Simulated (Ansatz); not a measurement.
Reaction (redistribution): `[CH3][Ge]([OH])([OH])[F]` + `CCOBF` → `[OH][Ge]([OH])([F])[F]` + `CBOCC`

Calculated with Ansatz (gas phase, PBE0-D4/def2-TZVP geometries, no zero-point term in ΔE). CCSD(T)/CBS adds triple-zeta CCSD(T) − MP2 to the extrapolated MP2 energy (def2 sets, frozen cores). DFT in def2-TZVPP. HSE06 is defined as in plane-wave codes. For Ge outer-core shells are correlated without core-valence functions, which leaves a few kJ/mol of doubt a bond. Scalar relativity is left out up to krypton. One conformer a species, not always the lowest.

| level | ΔE (kJ/mol) | difference from CCSD(T)/CBS |
| --- | --- | --- |
| PBE-D4 | 84.6 | -3.6 |
| revPBE-D4 | 81.3 | -6.9 |
| BLYP-D4 | 86.2 | -2.0 |
| PBE0-D4 | 85.6 | -2.6 |
| r2SCANh-D4 | 84.0 | -4.2 |
| r2SCAN0-D4 | 85.2 | -3.0 |
| HSE06-D4 | 85.4 | -2.8 |
| PBE | 84.0 | -4.2 |
| revPBE | 82.1 | -6.1 |
| r2SCAN | 83.0 | -5.2 |
| CAM-B3LYP | 86.9 | -1.3 |
| MP2/def2-SVP | 85.5 | -2.7 |
| CCSD/def2-SVP | 85.9 | -2.3 |
| SCS-MP2/def2-TZVPP | 82.7 | -5.5 |
| CCSD(T)/def2-TZVPP | 84.2 | -4.0 |
| MP2/def2-QZVPP | 86.6 | -1.6 |
| CCSD(T)/CBS | 88.2 | 0 |

Largest T1 diagnostic among the species: 0.012.

Leaving LDA and LC-ωPBE aside and taking each functional with its dispersion term where it has one, the values, not all of them listed here, spread over 9.9 kJ/mol, from B97M-V to BHLYP-D4. LDA lies +6.2 kJ/mol from PBE without D4.
